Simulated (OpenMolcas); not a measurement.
Ru3+ with 4 ligands (chloride) in tetrahedral coordination (Td) at 2.31 Å. A charge of +0.25 e stands 2.6 Å behind each ligand. Ligand basis ANO-RCC-VDZP.
```
Ru    0.0000    0.0000    0.0000
Cl    1.3337    1.3337    1.3337
Cl    1.3337   -1.3337   -1.3337
Cl   -1.3337    1.3337   -1.3337
Cl   -1.3337   -1.3337    1.3337
```

| Property | Result |
| --- | --- |
| Program | OpenMolcas 26.06 |
| Method | CASSCF |
| Basis | ANO-RCC-VDZP [6s5p3d1f] |
| Scalar Hamiltonian | DKH2, point nucleus |
| Active space | 5 electrons in 5 orbitals (4d) |
| State averaging | 2S+1 = 6 even, 1 root; 2S+1 = 4 even, 24 roots; 2S+1 = 2 even, 75 roots |
| Spin-orbit coupling | state interaction with AMFI integrals over the reference wave functions |

(1) What is the spin-free ground state (labels of Td)?

(2) What are the lowest two levels with spin-orbit coupling?

(3) What is χT at 300 K, and how does it compare with the textbook value?

Results:

(1) 6A1, 1-fold in its orbital part; it has the highest spin that d5 allows.

(2) A 2-fold level with g = 3.33, 3.33, 3.33, then a 4-fold level Γ8 0.6 cm-1 above it. Their leading multiplicities are 6 (99 %) and 6 (99 %).

(3) The lowest level has 2S+1 = 6, for which the spin-only value is χT = S(S+1) / 2 = 4.375 cm3 K/mol (g = 2). The computed 4.360 at 300 K differs by -0.015, through a little spin-orbit mixing out of the ground term, against the free-electron g of 2.0023, which raises it.

Without dynamic correlation the repulsion within the d shell is too large (B by tens of per cent), so at a given field states of lower spin stand too high. The least metal-like active orbital is 80 % on the metal (Löwdin) and no ligand orbital is active, so the numbers are rough. With metal d orbitals alone the field can be off either way by tens of per cent. Ligand-to-metal charge-transfer states are missing. With no ligand orbital active B as a rule stays too high, so bands that hang on it stand too high and its fall with covalency is understated. No measured value stands beside these numbers; the geometry is a model, was not optimised and need not be the one that this ion takes.
